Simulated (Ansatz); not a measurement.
Species: sum formula H3SiSO3, net charge 0, doublet state. It need not be the lowest isomer of its formula. 
Coordinates optimised at B3LYP-D3(BJ)/def2-TZVP (Ansatz, a quantum-chemistry and plane-wave program):
```
Si
O 1 1.6316
H 2 0.9620 1 116.96
O 1 1.6336 2 106.04 3 -16.67
H 4 0.9604 1 118.61 2 177.04
O 1 1.6398 2 115.28 3 101.58
H 6 0.9613 1 117.80 2 62.83
S 1 2.1264 2 107.01 3 -141.38
```
Charge 0, spin multiplicity 2.

Basis-set convergence of Hartree-Fock and CCSD correlation energies (hartree) with Ansatz. Correlated levels leave the core frozen unless marked. UHF or UKS for open shells. Spin-orbit coupling is left out. No relativistic terms.

| basis | functions | E(HF) | E(corr, CCSD) |
|---|---|---|---|
| cc-pV(D+d)Z | 103 | -912.98589 | -0.78798 |
| cc-pV(T+d)Z | 210 | -913.11336 | -1.00294 |
| cc-pV(Q+d)Z | 383 | -913.14059 | -1.07615 |

Extrapolating the two largest sets (X = 3 and 4) as X^-3: E(corr) = (64·(-1.07615) - 27·(-1.00294))/37 = -1.1296 Eh, an estimate of the basis-set limit. The largest set recovers 95.3 % of it, the smallest 69.8 %.
